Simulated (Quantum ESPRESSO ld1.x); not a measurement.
Task: The mean radii <r> (bohr) of the occupied orbitals of an atom or ion are listed with their occupations. All-electron calculation, scalar-relativistic Kohn-Sham, LDA (Slater exchange, VWN5 correlation), spin-polarised, spherical densities, point nucleus. Program: ld1.x of Quantum ESPRESSO 7.5.

| orbital | occ. | <r> |
|---|---|---|
| 1s up | 1 | 0.01933 |
| 1s down | 1 | 0.01933 |
| 2s up | 1 | 0.08188 |
| 2s down | 1 | 0.08188 |
| 2p up | 3 | 0.07294 |
| 2p down | 3 | 0.07294 |
| 3s up | 1 | 0.2128 |
| 3s down | 1 | 0.2128 |
| 3p up | 3 | 0.2125 |
| 3p down | 3 | 0.2125 |
| 3d up | 5 | 0.1926 |
| 3d down | 5 | 0.1925 |
| 4s up | 1 | 0.4777 |
| 4s down | 1 | 0.4777 |
| 4p up | 3 | 0.5073 |
| 4p down | 3 | 0.5074 |
| 4d up | 5 | 0.5458 |
| 4d down | 5 | 0.5459 |
| 5s up | 1 | 1.149 |
| 5s down | 1 | 1.148 |
| 5p up | 3 | 1.342 |
| 5p down | 3 | 1.341 |
| 4f up | 7 | 0.6863 |
| 4f down | 6 | 0.6870 |
| 5d up | 1 | 1.939 |

Name the element and its charge. Open shells, if any, are filled with parallel spins first.

Result: Z = 71, lutetium, charge +3: Lu3+ in [Xe] 4f13 5d1. The 1s radius gives Z: for a bare nucleus <r> = (2 gamma + 1)/(2Z) with gamma = sqrt(1 - (Z/c)^2), 0.01909 bohr for Z = 71, and screening makes it slightly larger (0.01933 here). The occupations add up to 68, and the charge is Z minus that.
